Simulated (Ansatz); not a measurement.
`CO[SiH](F)C#N` + H₂ → `CO[SiH2]F` + `C#N` at 298.15 K and 1 bar (hydrogenolysis of the Si–C bond).

Gas-phase electronic energies from Ansatz, PBE0-D4/def2-TZVP geometries. CCSD(T)/CBS is the MP2 limit (def2-TZVPP, def2-QZVPP) plus CCSD(T) − MP2 in def2-TZVPP, frozen cores. This one scheme is used for every species. One conformer a species, not always the lowest.

```csv
species,CCSD(T)/CBS energy (Eh),H − E (kJ/mol),S (J/(mol·K))
`CO[SiH](F)C#N`,-597.35672,189.4,365.3
H₂,-1.17544,35.1,130.4
`CO[SiH2]F`,-505.20189,182.6,318.6
`C#N`,-93.32098,52.4,201.2
```

H − E and S are ideal-gas, rigid-rotor, harmonic terms from PBE0-D4/def2-TZVP, for one conformer and one mirror image of each species. The MP2-based limit puts H₂ 0.8 mEh under its directly extrapolated value; such offsets cancel only in part. 1 Eh = 2625.50 kJ/mol, R = 8.31446 J/(mol·K).

By hand: ΔE, ΔH, ΔS and ΔG.

ΔE = (-505.20189) + (-93.32098) − (-597.35672) − (-1.17544) = 0.00929 Eh = 24.4 kJ/mol. Δ(H − E) = 182.6 + 52.4 − 189.4 − 35.1 = 10.5, so ΔH = 34.9 kJ/mol. ΔS = 318.6 + 201.2 − 365.3 − 130.4 = 24.1 J/(mol·K). ΔG = 34.9 − 298.15 × (24.1)/1000 = 27.7 kJ/mol.

By hand: the equilibrium constant, and the temperature at which ΔG would vanish if ΔH and ΔS stayed fixed.

log₁₀ K = −ΔG/(RT ln 10) = -4.9. ΔG = 0 at ΔH/ΔS = 1448 K.

ΔH outweighs TΔS. A doubt of 5 kJ/mol in ΔE shifts log₁₀ K by 0.9 here. Other conformers and mirror images would add mixing entropy, several J/(mol·K) or more a flexible species. These are equilibria of isolated gas molecules and say nothing of rates. Largest T1 diagnostic: 0.014 (customary marks: 0.02 for closed shells, 0.045 for open ones).
